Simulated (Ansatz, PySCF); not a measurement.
System: LiO (charge 0, doublet). SMILES: [Li][O]
Geometry: optimised at B3LYP-D3(BJ)/def2-TZVP (Ansatz, a program for electronic structure).

Quantity: vertical ionisation energy (to the triplet state of charge +1; each state is the SCF solution reached for its spin), in eV. Cores are frozen in the correlated levels unless marked. Open shells are spin-unrestricted. Spin-orbit coupling is left out. No relativistic terms. CBS(X,Y): correlation extrapolated as X^-3; Hartree-Fock from the larger set.

| level | program | vertical ionisation energy (eV) |
|---|---|---|
| SVWN5/def2-TZVPD | Ansatz | 9.54 |
| r2SCAN/def2-TZVPD | Ansatz | 8.99 |
| CAM-B3LYP/def2-TZVPD | Ansatz | 9.19 |
| wB97M-V/def2-TZVPD | Ansatz | 8.99 |
| CCSD/def2-SVPD | Ansatz | 8.59 |
| CCSD/CBS(def2-TZVPPD,def2-QZVPPD) | Ansatz | 8.78 |
| CCSD(T)/def2-SVPD | Ansatz | 8.66 |
| CCSD(T)/def2-TZVPPD | Ansatz | 8.72 |
| CCSD(T)/CBS(def2-TZVPPD,def2-QZVPPD) | Ansatz | 8.91 |

For comparison, minus the highest occupied orbital energy (PySCF): 4.42 eV at TPSS/def2-TZVPD, 7.42 eV at CAM-B3LYP/def2-TZVPD, 4.49 eV at BP86/def2-TZVPD.
